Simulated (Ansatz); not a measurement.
Total energies of C₂H₅BSe, SMILES `B[Se]C=C`.

```xyz
9

B     1.133    1.010   -1.599
Se   -0.467    0.077   -1.227
C    -0.261   -0.302    0.624
C    -1.171   -0.956    1.327
H     1.931    1.197   -0.733
H     1.281    1.382   -2.720
H     0.664    0.062    1.057
H    -1.015   -1.153    2.382
H    -2.095   -1.317    0.888
```

Charge 0, multiplicity 1. Correlated methods include outer-core shells of Se, which these sets cover unevenly. Scalar relativity is left out up to krypton. Geometry: relaxed with PBE0-D4/def2-TZVP. It is one conformer, not always the lowest. Basis def2-TZVPP, Ansatz 0.2.0.

RPA on PBE orbitals: Hartree–Fock energy of these orbitals -2503.14284 Eh, correlation -1.15183 Eh (frozen core).

| functional | energy without D4 (Eh) | D4 term (kJ/mol) |
| --- | --- | --- |
| LDA (SPW92) | -2501.17538 | – |
| PBE | -2505.12256 | -17.5 |
| revPBE | -2505.41028 | -53.6 |
| BLYP | -2505.62094 | -38.9 |
| r2SCAN | -2505.55805 | -4.1 |
| B97M-V | -2505.21332 | – |
| PBE0 | -2505.21637 | -14.7 |
| B3LYP | -2505.68495 | -28.5 |
| r2SCANh | -2505.55068 | -4.4 |
| r2SCAN0 | -2505.54074 | -4.9 |
| HSE06 (plane-wave form) | -2505.21271 | -13.7 |
| CAM-B3LYP | -2505.69377 | -14.9 |
| ωB97M-V | -2505.44322 | – |
| B2PLYP | -2505.15860 | – |

Q: Give the same for BHLYP, LC-ωPBE, ωB97X-V, PBE-QIDH. (Estimate.)

A: Computed: 
```json
{"functional": "BHLYP", "energy without D4 (Eh)": "-2505.56110", "D4 term (kJ/mol)": "-22.2"}
{"functional": "LC-ωPBE", "energy without D4 (Eh)": "-2505.22535", "D4 term (kJ/mol)": "–"}
{"functional": "ωB97X-V", "energy without D4 (Eh)": "-2505.38557", "D4 term (kJ/mol)": "–"}
{"functional": "PBE-QIDH", "energy without D4 (Eh)": "-2504.88210", "D4 term (kJ/mol)": "–"}
```

B3LYP takes the VWN-RPA correlation (the form of Gaussian; ORCA's B3LYP/G). HSE06 is the plane-wave form, built on full-range PBE exchange. The double hybrids freeze the cores in their second-order part.

LC-ωPBE has ω = 0.4 bohr⁻¹.
